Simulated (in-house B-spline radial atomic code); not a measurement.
Values are calculated unless marked as measured or tabulated.
# Softness against transferability: the 4s channel of Ti

Ti, [Ar] 3d2 4s2, non-relativistic PBE, spherical and spin-unpolarised, from a B-spline radial code for spherical atoms (atomic units). The all-electron 4s level is ε = -0.162555 hartree, its outermost node lies just inside 1.28 bohr and its outer maximum at 2.95 bohr.

Troullier-Martins pseudo-orbitals are made for several radii. The cutoffs (hartree) are the plane-wave energies beyond which the orbital holds less than the named kinetic energy per electron. The phase error is the difference, pseudo minus all-electron, of arctan(R P'/P) at R = 3.9 bohr for all radii, half a hartree below and above the level.

| r_c (bohr) | V_l(0) (hartree) | cutoff for 10 mEh | for 1 mEh | for 0.1 mEh | phase error at ε − 0.5 (mrad) | at ε + 0.5 (mrad) |
| --- | --- | --- | --- | --- | --- | --- |
| 2.21 | -0.67 | 1.55 | 6.62 | 15.2 | -0.7 | -20.9 |
| 2.56 | 1.00 | 1.48 | 2.78 | 7.22 | -0.5 | -11.0 |
| 2.95 | 0.87 | 1.48 | 2.69 | 6.92 | -0.6 | -13.0 |
| 3.33 | 0.46 | 1.28 | 2.42 | 5.92 | -1.0 | -25.0 |
| 3.6 | 0.24 | 1.1 | 2.08 | 5.25 | -1.8 | -42.1 |

Which radius needs the lowest cutoff for 0.1 mEh while both phase errors stay within 21.0 mrad?

The radii within that limit are 2.21, 2.56, 2.95 bohr; of these r_c = 2.95 needs the least, 6.92 hartree, that is 13.8 Ry or 188 eV.

What does the larger radius buy, and what does it cost?

From r_c = 2.21 to 3.6 bohr the cutoff for 1 mEh goes from 6.62 to 2.08 hartree, a factor of 3.18, against 2.65 for a pure 1/r_c² scaling, end to end; step by step it is 6.62, 2.78, 2.69, 2.42, 2.08, and for 0.1 mEh 15.2, 7.22, 6.92, 5.92, 5.25; the number of plane waves goes as the cutoff to the power 3/2, here a factor of 5.7. The larger of the two phase errors is least at r_c = 2.56 bohr, 11.0 mrad; it is 20.9 at the smallest radius and 42.1 at the largest. These errors test the reference atom alone. The smallest radius lies well inside the outer maximum, where the nodeless form must bend sharply to keep the norm, so it is both harder and scatters less well than the next. Large radii also let the cores of neighbours overlap, which an atom doesn't show.
